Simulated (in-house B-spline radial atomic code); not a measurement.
Orbital energies and mean radii along the 53-electron series, configuration [Kr] 4d10 5s2 5p5. The effective charge is n√(-2ε), a non-relativistic measure. Computed with a B-spline radial code for spherical atoms: non-relativistic Hartree-Fock, average of the configuration, point nuclei.

This level leaves out relativity, spin-orbit splitting included, which matters for heavy ions.

```
 ion   Z  energy of 4s (Eh)  mean radius of 4s (bohr)  energy of 4p (Eh)  mean radius of 4p (bohr)  energy of 4d (Eh)  mean radius of 4d (bohr)  effective charge of 4s
   I  53            -7.2444                   0.76905            -5.4734                   0.80527            -2.4012                   0.91303                  15.226
 Xe+  54            -8.2241                   0.74514            -6.3749                   0.77754            -3.1444                   0.86949                  16.223
Cs2+  55                  ?                         ?                  ?                         ?                  ?                         ?                       ?
Ba3+  56                  ?                         ?                  ?                         ?                  ?                         ?                       ?
La4+  57            -11.701                   0.68129            -9.6124                   0.70454            -5.9048                   0.76233                   19.35
Ce5+  58            -13.018                   0.66231            -10.849                   0.68312            -6.9819                   0.73272                   20.41
```

Q: Fill in the row of Cs2+.

A: energy of 4s (Eh): -9.2991; mean radius of 4s (bohr): 0.72261; energy of 4p (Eh): -7.3708; mean radius of 4p (bohr): 0.75161; energy of 4d (Eh): -3.9817; mean radius of 4d (bohr): 0.83024; effective charge of 4s: 17.25.

Q: Fill in the row of Ba3+.

A: energy of 4s (Eh): -10.46; mean radius of 4s (bohr): 0.70136; energy of 4p (Eh): -8.4518; mean radius of 4p (bohr): 0.72733; energy of 4d (Eh): -4.9036; mean radius of 4d (bohr): 0.79469; effective charge of 4s: 18.295.

Q: How does the screening of 4s change?

A: Z less the effective charge goes from 37.77 at Z = 53 to 37.59 at Z = 58.
